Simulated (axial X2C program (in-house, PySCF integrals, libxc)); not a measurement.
**Curves of ONdS⁺ from open-shell CI on f(δφ)1 f(π)0**

Computed with an axial X2C code built on PySCF integrals: two-component X2C with atomic mean-field Coulomb and Gaunt terms, basis O dyall-v3z, Nd dyall-v3z, S dyall-v3z (cores contracted in-house). Orbitals come from Hartree–Fock averaged over the configuration Nd f(δφ)1 f(π)0; CI then distributes these electrons over the f(δφ), f(π) shells of Nd.

Scan along the O–Nd bond with NdS moving as one mass, its bond held at 2.150 Å; masses O 15.995 u, Nd 141.908 u, S 31.972 u. Energies in cm⁻¹ from the lowest point; levels are followed by energy order within each Ω. Lowest level at 1.677 Å: 100% f(δφ)1.

| R (Å) | (1)Ω=5/2 | (1)Ω=3/2 | (1)Ω=7/2 | (2)Ω=5/2 |
| --- | --- | --- | --- | --- |
| 1.560 | 3797 | 6815 | 7352 | 10016 |
| 1.618 | 1008 | 4323 | 4690 | 7824 |
| 1.677 | 0 | 3584 | 3840 | 7459 |
| 1.744 | 464 | 4314 | 4506 | 8682 |
| 1.811 | 2093 | 6171 | 6353 | 11079 |
| 1.887 | 4776 | 9074 | 9285 | 14622 |
| 1.979 | 8444 | 12972 | 13253 | 19313 |

Q: Fit the curves (1)Ω=5/2, (1)Ω=3/2, (1)Ω=7/2, (2)Ω=5/2 near their minima.

A: From the open-shell CI curves, Te from the lowest:

```tsv
level	Te (cm⁻¹)	Re (Å)	ωe (cm⁻¹)
(1)Ω=5/2	0	1.689	908.6
(1)Ω=3/2	3611	1.677	926.4
(1)Ω=7/2	3863	1.681	936.0
(2)Ω=5/2	7430	1.661	992.4
```

Without dynamic correlation distances can be off by several hundredths of an Å (long for ionic bonds, short for multiple bonds) and the wavenumbers are rough.

There is no dynamic correlation: spin–orbit spacings and, for f shells, spacings inside one term are the most reliable numbers, splittings between terms come out too wide, and energies between configurations are not reliable, so the lowest level need not be the ground state of the molecule. At most 6 roots were kept for each Ω > 0 (twice that for Ω = 0) within 3.5 eV of the lowest, so higher up levels can be missing between those listed; levels with Ω > 0 are doubly degenerate and listed once, Ω = 0 levels singly. States that fill the shells left empty in the average are placed too high. The molecule was held linear; bending was not examined.
